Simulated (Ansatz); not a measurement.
`NB(Cl)[O][GeH3]` and `NB(Cl)O[SiH3]` differ in one atom or group.

Ansatz, PBE0-D4/def2-TZVP geometries, multiplicity 1. Each molecule was computed in one conformer, which needn't be the lowest.

Scalar relativity is left out up to krypton.

```csv
property,`NB(Cl)[O][GeH3]`
LUMO energy (B3LYP/def2-TZVPP) / eV,-0.30
LUMO energy (ωB97M-V/def2-TZVPP) / eV,1.63
HOMO–LUMO gap (ωB97M-V/def2-TZVPP) / eV,11.99
HOMO–LUMO gap (B3LYP/def2-TZVPP) / eV,7.45
zero-point energy (PBE0-D4/def2-TZVP) / kJ/mol,159.9
size of the dipole moment (B3LYP/def2-TZVPP) / D,3.68
```

**Question.** Give the same properties after the change, and the shifts. (Best estimate.)

**Answer.** Computed: 
| property | `NB(Cl)O[SiH3]` | shift |
| --- | --- | --- |
| LUMO energy (B3LYP/def2-TZVPP) / eV | -0.21 | 0.09 |
| LUMO energy (ωB97M-V/def2-TZVPP) / eV | 1.63 | 0.00 |
| HOMO–LUMO gap (ωB97M-V/def2-TZVPP) / eV | 12.18 | 0.19 |
| HOMO–LUMO gap (B3LYP/def2-TZVPP) / eV | 7.72 | 0.27 |
| zero-point energy (PBE0-D4/def2-TZVP) / kJ/mol | 165.1 | 5.2 |
| size of the dipole moment (B3LYP/def2-TZVPP) / D | 2.87 | -0.81 |

With PBE0 the HOMO falls by 0.19 eV and the LUMO rises by 0.06 eV, so the gap widens by about 0.25 eV. PBE moves the HOMO by -0.19 eV and ωB97M-V by -0.18 eV. Dipoles are sizes alone; their direction can turn.

B3LYP here is the variant with VWN-RPA as its local correlation; programs differ in this.
